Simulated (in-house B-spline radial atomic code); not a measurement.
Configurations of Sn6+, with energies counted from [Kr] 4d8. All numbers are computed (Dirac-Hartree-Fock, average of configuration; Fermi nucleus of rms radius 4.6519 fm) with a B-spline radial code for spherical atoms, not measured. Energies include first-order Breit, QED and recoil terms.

Occupations are held fixed; configurations that lie above the ionisation limit could autoionise.

| configuration | E - E(ref) (eV) | highest orbital | its <r> (bohr) |
| --- | --- | --- | --- |
| [Kr] 4d7 5f1 | 83.336 | 5f7/2 | 3.486 |
| [Kr] 4d7 6f1 | 93.755 | 6f7/2 | 5.662 |
| [Kr] 4d7 8s1 | 96.588 | 8s1/2 | 7.601 |
| [Kr] 4d7 8g1 | 104.99 | 8g7/2 | 12.18 |
| [Ar] 3d10 4s2 4p5 4d8 5s1 | 109.35 | 5s1/2 | 1.835 |
| [Ar] 3d10 4s2 4p5 4d8 5f1 | 157.74 | 5f7/2 | 3.466 |
| [Ar] 3d10 4s2 4p5 4d8 6f1 | 168.27 | 6f7/2 | 5.639 |

Question: Order these further configurations by energy, lowest first.
A. [Ar] 3d10 4s2 4p5 4d8 4f1
B. [Ar] 3d10 4s2 4p5 4d8 5g1
C. [Kr] 4d7 7f1
D. [Ar] 3d10 4s2 4p5 4d8 8s1
E. [Ar] 3d10 4s2 4p5 4d8 7g1

Answer: C (99.856 eV), A (138.07 eV), B (163.3 eV), D (171.19 eV), E (176.39 eV).

Question: How far above the reference does [Kr] 4d7 6s1 lie?

Answer: 72.088 eV; its least bound orbital is 6s1/2 with <r> = 3.347 bohr.

Question: How far above the reference does [Ar] 3d10 4s2 4p5 4d8 8g1 lie?

Answer: 179.6 eV; its least bound orbital is 8g7/2 with <r> = 12.17 bohr.
